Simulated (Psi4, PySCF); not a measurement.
Two rigid molecules brought together: HF ··· C2H6 (SMILES F and CC), singlet. Monomers: optimised at B3LYP-D3(BJ) (def2-TZVP), held rigid. Orientation: lowest of the rigid-body minima from ten starts at GFN2-xTB. The monomers approach along the line of their centres of mass (distance R); nothing else relaxes.

- RKS-B3LYP/6-31G* = PySCF with restricted B3LYP/6-31G*, spherical d, no counterpoise correction
- RKS-LDA (SVWN5)/6-31G* = restricted LDA (SVWN5)/6-31G*, spherical d, no counterpoise correction (PySCF 2.14.0)
- SAPT0/jun-cc-pVDZ, frozen core (Psi4)

Interaction energies in kcal/mol:

```csv
R / Å,RKS-B3LYP/6-31G*,RKS-LDA (SVWN5)/6-31G*
2.62,4.92,-3.61
2.80,0.46,-5.94
3.03,-1.79,-6.11
3.20,-2.17,-5.35
3.44,-1.89,-3.92
3.58,-1.58,-3.13
3.94,-0.83,-1.61
4.20,-0.49,-0.96
4.73,-0.16,-0.33
5.43,-0.04,-0.08
6.40,-0.01,-0.02
7.69,0.00,0.00
```

Question: Predict the corresponding SAPT0/jun-cc-pVDZ column.

Answer: 2.62: 6.76; 2.80: 2.54; 3.03: 0.22; 3.20: -0.44; 3.44: -0.73; 3.58: -0.73; 3.94: -0.56; 4.20: -0.41; 4.73: -0.20; 5.43: -0.08; 6.40: -0.02; 7.69: 0.00 (kcal/mol).
